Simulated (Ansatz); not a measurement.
Reactions of C4H13N2OY (`C[N](C)[Y]([OH])[N](C)C`).

Program: Ansatz. Geometries: PBE0-D4/def2-TZVP. ΔE: electronic, gas phase. CCSD(T)/CBS adds triple-zeta CCSD(T) − MP2 to the extrapolated MP2 energy (def2 sets, frozen cores). This one scheme is used for every species. Elements past krypton have def2 core potentials. For Y outer-core shells are correlated without core-valence functions, which leaves a few kJ/mol of doubt a bond. One conformer a species, not always the lowest.

(1) Order these by ΔE at CCSD(T)/CBS, lowest first. (Estimate.)
A. `C[N](C)[Y]([OH])[N](C)C` + `CNC` → `C[N](C)[Y]([N](C)C)[N](C)C` + H₂O
B. `C[N](C)[Y]([OH])[N](C)C` + H–F → `C[N](C)[Y]([F])[N](C)C` + H₂O
C. `C[N](C)[Y]([OH])[N](C)C` + `O[SiH3]` → `C[N](C)[Y]([OH])[O][SiH3]` + `CNC`
D. `C[N](C)[Y]([OH])[N](C)C` + H₂O → `C[N](C)[Y]([OH])[OH]` + `CNC`

Largest T1 diagnostic: 0.014, for `C[N](C)[Y]([OH])[OH]`.

Answers

(1) C (-112.9 kJ/mol), D (-79.9 kJ/mol), B (-58.9 kJ/mol), A (+77.0 kJ/mol).
